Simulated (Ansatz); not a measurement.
Abridged output of a molecular run in Ansatz:

```
Functional definition: HF
  name "HF"
  cite "Fock, Z. Phys. 61, 126 (1930) doi:10.1007/BF01340294"
  parent pbe
  exchange = exact_x
  correlation = 0
1192 factors; integrals over basis functions are off by at most 1.2e-3 eV
mean field evaluation 1: about -12965.9407 eV, gradient 4.5e1 eV
mean field evaluation 2: about -12965.9993 eV, gradient 4.5e1 eV
mean field evaluation 4: about -12970.5286 eV, gradient 3.6e0 eV
mean field evaluation 8: about -12970.5749 eV, gradient 2.0e-4 eV
mean field -12970.57486206 eV, -476.6598344093 hartree, gradient 1.1e-6 eV, S^2 0.000000; 0 other end points of the search recorded, 0 dependent functions left out
9 core orbitals not correlated: weight in the atoms' cores, before any rotation towards them, 1.000 or more for the frozen orbitals, at most 0.000 for the correlated occupied ones
reference -12970.57486206 eV, -476.6598344093 hartree; 16, 16 occupied and 94, 94 virtual orbitals, 1192 factors
second order -19.97751140 eV of doubles, -0.00000000 eV of singles
cycle   1  -20.92552317 eV  change   -9.5e-1 eV  update   8.9e-2
cycle   2  -21.37032440 eV  change   -4.4e-1 eV  update   2.6e-2
cycle   3  -21.47999429 eV  change   -1.1e-1 eV  update   1.3e-2
cycle   4  -21.48215623 eV  change   -2.2e-3 eV  update   2.6e-3
cycle   5  -21.48148194 eV  change    6.7e-4 eV  update   9.5e-4
cycle   6  -21.48152032 eV  change   -3.8e-5 eV  update   2.8e-4
cycle   7  -21.48150076 eV  change    2.0e-5 eV  update   1.1e-4
cycle   8  -21.48148073 eV  change    2.0e-5 eV  update   3.6e-5
perturbative correction -0.46661628 eV, -0.0171478320 hartree
Total energy: -12992.52295907 eV, -477.4664120974 hartree
```

Its atoms:

Cartesian coordinates in Å:
```
C 0.9191 0.0192 1.6996
Al -0.0317 0.5726 0.0720
C 0.8274 0.4374 -1.6896
N -1.5525 -0.8061 -0.0581
F -1.0794 1.8806 0.2614
H 1.3602 -0.9802 1.6097
H 1.7468 0.7005 1.9236
H 0.2749 0.0146 2.5858
H 0.1351 0.6356 -2.5153
H 1.6407 1.1643 -1.7881
H 1.2739 -0.5481 -1.8654
H -1.2449 -1.7602 -0.2121
H -2.1703 -0.5459 -0.8207
H -2.0992 -0.7842 0.7971
```

(1) Which basis set was used?
A. def2-SVP
B. def2-SVPD
C. def2-TZVPP
D. def2-TZVPPD

(2) Write the keys of the input that set method, charge and spin (a neutral closed shell needs none for the last two).

Results:

(1) A. It gives 119 functions.

(2) 
```yaml
correlation: {method: ccsd_t}
```
